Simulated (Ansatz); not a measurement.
CH8BFSi2 can be A, `FC([SiH3])B[SiH3]`, or B, `F[SiH2]BC[SiH3]`.

Gas-phase electronic energies from Ansatz, PBE0-D4/def2-TZVP geometries. CCSD(T)/CBS is the MP2 limit (def2-TZVPP, def2-QZVPP) plus CCSD(T) − MP2 in def2-TZVPP, frozen cores. Functionals use def2-TZVPP. B3LYP here is the variant with VWN-RPA as its local correlation; programs differ in this. Each species was taken in one conformer, which may not be the lowest.

A:

Z-matrix (Å, degrees):
```
Si
C 1 1.969
B 1 2.530 2 36.5
H 1 1.486 2 111.8 3 32.6
H 1 1.482 2 109.5 3 -89.3
H 1 1.482 2 104.5 3 151.0
F 2 1.385 1 108.5 3 -122.3
H 2 1.094 1 103.0 3 122.0
Si 3 2.018 1 98.8 2 -122.6
H 3 1.196 1 114.6 2 108.9
H 9 1.491 3 107.7 1 176.3
H 9 1.490 3 113.4 1 56.7
H 9 1.490 3 111.4 1 -65.5
```

B:

Z-matrix (Å, degrees):
```
Si
B 1 2.010
F 1 1.609 2 113.1
H 1 1.491 2 112.3 3 -121.3
H 1 1.493 2 109.3 3 119.4
C 2 1.531 1 120.4 3 161.7
H 2 1.200 1 120.6 3 -16.0
Si 6 1.904 2 104.3 1 -97.1
H 6 1.095 2 115.1 1 150.5
H 6 1.094 2 116.9 1 18.5
H 8 1.485 6 108.2 2 172.0
H 8 1.486 6 111.1 2 52.6
H 8 1.484 6 110.2 2 -68.3
```

Task: Which isomer does CCSD(T)/CBS put lower? Give the gap. (An estimate is asked.)

Result: Ansatz gave: B, by 242.7 kJ/mol.

Task: Give E(B) − E(A) in kJ/mol with B3LYP, CCSD/def2-TZVPP, B3LYP-D4, r2SCAN-D4, B2PLYP, ωB97M-V, PBE-D4. (Estimate.)

Result: Computed: B3LYP -233.9, CCSD/def2-TZVPP -243.8, B3LYP-D4 -230.5, r2SCAN-D4 -227.3, B2PLYP -240.8, ωB97M-V -231.4, PBE-D4 -210.3. None reverses the order clearly.

Largest T1 diagnostic: 0.014.

In def2-TZVPP, CCSD(T) changes the Hartree–Fock value by +22.2 kJ/mol (the triples alone add +5.2 kJ/mol) and MP2 by +9.5 kJ/mol. The D4 term adds +3.5 kJ/mol with B3LYP and +1.7 kJ/mol with PBE0; it sums over pairs of atoms, weighted by their polarisabilities, and B3LYP, whose exchange is more repulsive, gets the larger term.
